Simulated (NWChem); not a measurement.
System: C$_{2}$H$_{5}$F$_{3}$Si; SMILES CC(F)(F)[SiH2]F

```xyz
11

C     -1.1418     1.0411    -0.9856
C     -0.0626     0.7104     0.0057
F     -0.5283     0.9503     1.2689
F      1.0046     1.5541    -0.1840
Si     0.6677    -1.0624    -0.0444
F     -0.5671    -2.1145     0.0736
H     -2.0035     0.3744    -0.8426
H     -1.4600     2.0832    -0.8312
H     -0.7678     0.9277    -2.0127
H      1.5807    -1.2455     1.1117
H      1.3452    -1.2834    -1.3498
```
Atoms are numbered in this order, from 1.

Results from NWChem. Medium grid unless said otherwise, to which SCAN and Minnesota functionals are sensitive. The geometry was optimised at PBE0/def2-SVP. Total energies of different functionals are on different scales.

```csv
level,energy (Ha),highest occupied level (eV),orbital gap (eV),dipole (D)
PBE/def2-TZVP,-667.9339,-7.13,6.04,1.41
B3LYP/def2-TZVP,-668.5023,(withheld),(withheld),1.52
PW6B95/def2-TZVP,-669.1462,-8.83,8.62,1.55
r2SCAN/def2-TZVP,-668.2803,-7.45,6.77,1.48
CAM-B3LYP/def2-TZVP,-668.3774,-10.15,10.95,1.57
Hartree-Fock/def2-TZVP,-666.1327,-12.44,15.44,1.73
```

Question: Fill in the missing entries.

Answer: 
- B3LYP/def2-TZVP, highest occupied level (eV): -8.49
- B3LYP/def2-TZVP, orbital gap (eV): 8.06
